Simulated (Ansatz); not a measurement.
Reaction (ligand exchange at the Si–Cl bond): `Cl[SiH]1CO1` + HBr → `Br[SiH]1CO1` + HCl

Computed with Ansatz on PBE0-D4/def2-TZVP structures; ΔE is electronic, products minus reactants. CBS: MP2 limit from def2 TZ/QZ plus the TZ coupled-cluster correction, frozen cores. This one scheme is used for every species. Functionals use def2-TZVPP. B3LYP here is the variant with VWN-RPA as its local correlation; programs differ in this. For Br outer-core shells are correlated without core-valence functions, which leaves a few kJ/mol of doubt a bond. Scalar relativity is left out up to krypton.

(1) Is it downhill or uphill in electronic energy at CCSD(T)/CBS, and by how much? (An estimate is asked.)

(2) What do these levels give: LDA (SPW92), revPBE-D4, B3LYP-D4, CAM-B3LYP-D4, ωB97X-V, ωB97M-V, B2PLYP, B3LYP, CCSD(T)/def2-SVP, HF/def2-QZVPP, MP2/def2-QZVPP, CCSD/CBS(def2)? (Estimate.)

Largest T1 diagnostic among the species: 0.013.

Results:

(1) The calculation gave: Nearly level: ΔE = +0.5 kcal/mol.

(2) Ansatz gave: LDA (SPW92) 1.0, revPBE-D4 0.8, B3LYP-D4 1.2, CAM-B3LYP-D4 1.6, ωB97X-V 1.3, ωB97M-V 1.3, B2PLYP 1.3, B3LYP 1.5, CCSD(T)/def2-SVP 1.8, HF/def2-QZVPP 1.6, MP2/def2-QZVPP 0.4, CCSD/CBS(def2) 0.6 kcal/mol.

At CCSD(T), def2-SVP lies +1.3 kcal/mol from the extrapolated value and def2-TZVPP +0.4 kcal/mol. Leaving LDA and LC-ωPBE aside and taking each functional with its dispersion term where it has one, the values, not all of them listed here, spread over 1.3 kcal/mol, from HSE06-D4 to B97M-V.
